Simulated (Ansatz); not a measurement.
Program: Ansatz. Geometries: PBE0-D4/def2-TZVP. ΔE: electronic, gas phase. CCSD(T)/CBS is the MP2 limit (def2-TZVPP, def2-QZVPP) plus CCSD(T) − MP2 in def2-TZVPP, frozen cores. DFT in def2-TZVPP. B3LYP here is the variant with VWN-RPA as its local correlation; programs differ in this. Each species was taken in one conformer, which may not be the lowest.

`CC[Si]SC` → `C[SiH2]CC=S`  (isomerisation)

CCSD(T)/CBS gives -6.8 kJ/mol.

(1) Another level gave +8.1 kJ/mol. Which?
A. PBE/def2-TZVPP
B. B3LYP/def2-TZVPP
C. MP2/def2-TZVPP
D. LDA (SPW92)/def2-TZVPP

(2) What do rigid-rotor, harmonic-oscillator terms from PBE0-D4/def2-TZVP frequencies (298.15 K, 1 bar) make of the CCSD(T)/CBS value? (Best estimate.)

Largest T1 diagnostic among the species: 0.015.

Results:

(1) D. LDA (SPW92) 8.1, B3LYP -9.3, PBE 2.1, MP2/def2-TZVPP -15.7 kJ/mol.

(2) Ansatz gave: ΔZPE = -16.5 kJ/mol, ΔH = -24.4 kJ/mol, ΔS = -5 J/(mol·K), ΔG = -22.8 kJ/mol. Modes under 50 cm⁻¹ make the entropy rough.

In def2-TZVPP, CCSD(T) changes the Hartree–Fock value by +13.1 kJ/mol (the triples alone add −1.0 kJ/mol) and MP2 by +6.9 kJ/mol. Leaving LDA and LC-ωPBE aside and taking each functional with its dispersion term where it has one, the values, not all of them listed here, spread over 17.8 kJ/mol, from B2PLYP to revPBE-D4. LDA lies +6.0 kJ/mol from PBE without D4.
